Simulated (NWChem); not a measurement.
Molecule: CH₂NS, doublet; SMILES N[C]=S

```xyz
5

N      0.1387     1.5959     0.0000
C     -0.4254     0.4107     0.0000
S      0.0535    -1.1121     0.0000
H      1.1520     1.7214     0.0000
H     -0.4274     2.4366     0.0000
```
Atoms are numbered in this order, from 1.

All runs: NWChem. Pople sets run with spherical d functions. Spin-unrestricted. Medium grid unless said otherwise, to which SCAN and Minnesota functionals are sensitive. In the optimisation the excess spin sits in a' (Cs, its own frame). All runs use the structure optimised with PBE0/def2-SVP, spin-unrestricted. No stability test was run on the SCF state. B3LYP is NWChem's, with the RPA form of VWN correlation. Total energies of different functionals are on different scales.

```tsv
level	energy (Ha)	highest occupied level (eV)	lowest empty minus highest occupied level, either spin (eV)	dipole (D)	<S²>
B3LYP/6-31G*	-492.1870	-5.13	3.13	4.01	0.754
PBE/6-31G*	-491.8881	-4.05	1.36	3.97	0.752
TPSSh/6-31G*	-492.1928	-4.78	2.60	4.10	0.754
M06-2X/6-31G*	-492.1020	-6.44	5.42	4.05	0.755
BP86/6-31G*	-492.2144	-4.15	1.33	3.97	0.752
B97-2/6-31G*	-492.1656	-5.14	3.19	4.06	0.754
PBE0/6-31G*	-491.9227	-5.45	3.73	4.10	0.754
r2SCAN0/6-31G*	-492.0737	-5.73	4.29	4.21	0.757
B3PW91/6-31G*	-492.1004	-5.22	3.25	4.07	0.754
```
